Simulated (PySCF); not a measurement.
C6H6, SMILES C=C=CC#CC.

Coordinates come from a PBE-D3(BJ)/def2-SVP optimisation.

Level of theory: TDDFT-PBE/def2-SVPD in PySCF 2.14.0.

Vertical excitations. Isolated molecule, no solvent.

Computed excitation energies, oscillator strengths and character:
| state | energy (eV) | λ (nm) | f | main pairs |
|---|---|---|---|---|
| S1 | 4.61 | 269 | 0.000 | HOMO→LUMO+1 98 % |
| S2 | 4.76 | 261 | 0.000 | HOMO−1→LUMO 99 % |
| S3 | 5.05 | 245 | 0.257 | HOMO→LUMO 72 %, HOMO−1→LUMO+1 22 % |
| S4 | 5.30 | 234 | 0.000 | HOMO−2→LUMO 98 % |
| S5 | 5.45 | 227 | 0.187 | HOMO−1→LUMO+1 75 %, HOMO→LUMO 17 % |
| S6 | 5.66 | 219 | 0.000 | HOMO→LUMO+2 99 % |
| S7 | 5.84 | 212 | 0.000 | HOMO→LUMO+3 98 % |
| S8 | 6.06 | 204 | 0.003 | HOMO→LUMO+4 99 % |
| S9 | 6.39 | 194 | 0.005 | HOMO−1→LUMO+2 91 % |
| S10 | 6.66 | 186 | 0.040 | HOMO−2→LUMO+2 37 %, HOMO−2→LUMO+1 35 %, HOMO−3→LUMO 13 %, HOMO−2→LUMO+3 12 % |
| T1 | 3.34 | 372 | 0 | HOMO→LUMO 98 % |
| T2 | 4.33 | 286 | 0 | HOMO→LUMO+1 91 % |
| T3 | 4.52 | 274 | 0 | HOMO−1→LUMO 91 % |
| T4 | 4.70 | 264 | 0 | HOMO−2→LUMO+1 94 % |
Triplets are in the Tamm–Dancoff approximation, which puts them higher than full response would, so one can lie above its singlet here.
